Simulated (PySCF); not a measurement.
C₂H₈AlOP, SMILES C[O][Al]([CH3])[PH2].

Coordinates come from a PBE-D3(BJ)/def2-SVP optimisation. The structure was generated by enumeration; whether it is a known compound was not checked. The values are those of a single conformer.

These are PySCF with PBE-D3(BJ)/def2-SVP values and carry that method's errors.

Frequencies are harmonic and unscaled.

Computed vibrational spectrum:
```json
[
 {"mode": "1", "ν (cm⁻¹)": "28", "IR (km/mol)": "0.1", "Raman (Å⁴/amu)": "0.1", "depolarisation": "0.75", "moving atoms (share of kinetic energy)": "H 98 %"},
 {"mode": "2", "ν (cm⁻¹)": "65", "IR (km/mol)": "4.9", "Raman (Å⁴/amu)": "0.9", "depolarisation": "0.73", "moving atoms (share of kinetic energy)": "H 73 %, P 13 %, C 11 %"},
 {"mode": "3", "ν (cm⁻¹)": "84", "IR (km/mol)": "2.3", "Raman (Å⁴/amu)": "0.9", "depolarisation": "0.73", "moving atoms (share of kinetic energy)": "H 70 %, C 14 %, P 13 %"},
 {"mode": "4", "ν (cm⁻¹)": "97", "IR (km/mol)": "0.0", "Raman (Å⁴/amu)": "0.9", "depolarisation": "0.65", "moving atoms (share of kinetic energy)": "H 68 %, C 20 %"},
 {"mode": "5", "ν (cm⁻¹)": "115", "IR (km/mol)": "1.5", "Raman (Å⁴/amu)": "0.2", "depolarisation": "0.70", "moving atoms (share of kinetic energy)": "H 32 %, O 29 %, C 25 %, Al 12 %"},
 {"mode": "6", "ν (cm⁻¹)": "134", "IR (km/mol)": "0.4", "Raman (Å⁴/amu)": "3.2", "depolarisation": "0.47", "moving atoms (share of kinetic energy)": "C 38 %, H 31 %, P 12 %, Al 11 %"},
 {"mode": "7", "ν (cm⁻¹)": "182", "IR (km/mol)": "22.5", "Raman (Å⁴/amu)": "1.4", "depolarisation": "0.35", "moving atoms (share of kinetic energy)": "Al 47 %, O 30 %, H 17 %"},
 {"mode": "8", "ν (cm⁻¹)": "227", "IR (km/mol)": "18.6", "Raman (Å⁴/amu)": "1.8", "depolarisation": "0.73", "moving atoms (share of kinetic energy)": "O 51 %, H 16 %, C 16 %, Al 9 %, P 9 %"},
 {"mode": "9", "ν (cm⁻¹)": "362", "IR (km/mol)": "10.4", "Raman (Å⁴/amu)": "24.9", "depolarisation": "0.11", "moving atoms (share of kinetic energy)": "P 40 %, Al 24 %, C 18 %, H 13 %"},
 {"mode": "10", "ν (cm⁻¹)": "491", "IR (km/mol)": "1.1", "Raman (Å⁴/amu)": "1.4", "depolarisation": "0.49", "moving atoms (share of kinetic energy)": "H 87 %, P 9 %"},
 {"mode": "11", "ν (cm⁻¹)": "559", "IR (km/mol)": "3.7", "Raman (Å⁴/amu)": "8.3", "depolarisation": "0.53", "moving atoms (share of kinetic energy)": "H 81 %, C 15 %"},
 {"mode": "12", "ν (cm⁻¹)": "609", "IR (km/mol)": "36.4", "Raman (Å⁴/amu)": "9.3", "depolarisation": "0.25", "moving atoms (share of kinetic energy)": "H 40 %, C 23 %, Al 20 %, O 15 %"},
 {"mode": "13", "ν (cm⁻¹)": "637", "IR (km/mol)": "32.6", "Raman (Å⁴/amu)": "2.2", "depolarisation": "0.47", "moving atoms (share of kinetic energy)": "H 75 %, C 17 %"},
 {"mode": "14", "ν (cm⁻¹)": "674", "IR (km/mol)": "98.9", "Raman (Å⁴/amu)": "3.2", "depolarisation": "0.49", "moving atoms (share of kinetic energy)": "H 48 %, C 27 %, Al 24 %"},
 {"mode": "15", "ν (cm⁻¹)": "745", "IR (km/mol)": "88.9", "Raman (Å⁴/amu)": "3.6", "depolarisation": "0.43", "moving atoms (share of kinetic energy)": "Al 47 %, H 22 %, C 19 %, O 11 %"},
 {"mode": "16", "ν (cm⁻¹)": "1042", "IR (km/mol)": "15.3", "Raman (Å⁴/amu)": "29.2", "depolarisation": "0.75", "moving atoms (share of kinetic energy)": "H 97 %"},
 {"mode": "17", "ν (cm⁻¹)": "1137", "IR (km/mol)": "48.1", "Raman (Å⁴/amu)": "5.0", "depolarisation": "0.60", "moving atoms (share of kinetic energy)": "H 64 %, C 24 %, O 12 %"},
 {"mode": "18", "ν (cm⁻¹)": "1146", "IR (km/mol)": "0.4", "Raman (Å⁴/amu)": "1.2", "depolarisation": "0.73", "moving atoms (share of kinetic energy)": "H 76 %, C 19 %"},
 {"mode": "19", "ν (cm⁻¹)": "1159", "IR (km/mol)": "16.1", "Raman (Å⁴/amu)": "4.4", "depolarisation": "0.22", "moving atoms (share of kinetic energy)": "H 79 %, C 21 %"},
 {"mode": "20", "ν (cm⁻¹)": "1198", "IR (km/mol)": "263.5", "Raman (Å⁴/amu)": "8.8", "depolarisation": "0.20", "moving atoms (share of kinetic energy)": "O 51 %, C 33 %, H 14 %"},
 {"mode": "21", "ν (cm⁻¹)": "1375", "IR (km/mol)": "2.0", "Raman (Å⁴/amu)": "10.5", "depolarisation": "0.75", "moving atoms (share of kinetic energy)": "H 96 %"},
 {"mode": "22", "ν (cm⁻¹)": "1375", "IR (km/mol)": "3.4", "Raman (Å⁴/amu)": "9.7", "depolarisation": "0.75", "moving atoms (share of kinetic energy)": "H 95 %"},
 {"mode": "23", "ν (cm⁻¹)": "1418", "IR (km/mol)": "0.6", "Raman (Å⁴/amu)": "19.6", "depolarisation": "0.75", "moving atoms (share of kinetic energy)": "H 97 %"},
 {"mode": "24", "ν (cm⁻¹)": "1425", "IR (km/mol)": "1.0", "Raman (Å⁴/amu)": "33.6", "depolarisation": "0.63", "moving atoms (share of kinetic energy)": "H 95 %"},
 {"mode": "25", "ν (cm⁻¹)": "1430", "IR (km/mol)": "22.3", "Raman (Å⁴/amu)": "13.7", "depolarisation": "0.73", "moving atoms (share of kinetic energy)": "H 89 %, C 9 %"},
 {"mode": "26", "ν (cm⁻¹)": "2302", "IR (km/mol)": "32.2", "Raman (Å⁴/amu)": "160.5", "depolarisation": "0.12", "moving atoms (share of kinetic energy)": "H 97 %"},
 {"mode": "27", "ν (cm⁻¹)": "2322", "IR (km/mol)": "48.9", "Raman (Å⁴/amu)": "104.0", "depolarisation": "0.75", "moving atoms (share of kinetic energy)": "H 97 %"},
 {"mode": "28", "ν (cm⁻¹)": "2900", "IR (km/mol)": "101.8", "Raman (Å⁴/amu)": "162.2", "depolarisation": "0.02", "moving atoms (share of kinetic energy)": "H 97 %"},
 {"mode": "29", "ν (cm⁻¹)": "2968", "IR (km/mol)": "2.1", "Raman (Å⁴/amu)": "150.2", "depolarisation": "0.00", "moving atoms (share of kinetic energy)": "H 97 %"},
 {"mode": "30", "ν (cm⁻¹)": "2974", "IR (km/mol)": "58.9", "Raman (Å⁴/amu)": "109.8", "depolarisation": "0.41", "moving atoms (share of kinetic energy)": "H 91 %, C 9 %"},
 {"mode": "31", "ν (cm⁻¹)": "2992", "IR (km/mol)": "36.8", "Raman (Å⁴/amu)": "149.4", "depolarisation": "0.75", "moving atoms (share of kinetic energy)": "H 90 %, C 10 %"},
 {"mode": "32", "ν (cm⁻¹)": "3059", "IR (km/mol)": "2.7", "Raman (Å⁴/amu)": "84.9", "depolarisation": "0.74", "moving atoms (share of kinetic energy)": "H 91 %, C 9 %"},
 {"mode": "33", "ν (cm⁻¹)": "3080", "IR (km/mol)": "2.8", "Raman (Å⁴/amu)": "118.6", "depolarisation": "0.71", "moving atoms (share of kinetic energy)": "H 91 %, C 9 %"}
]
```
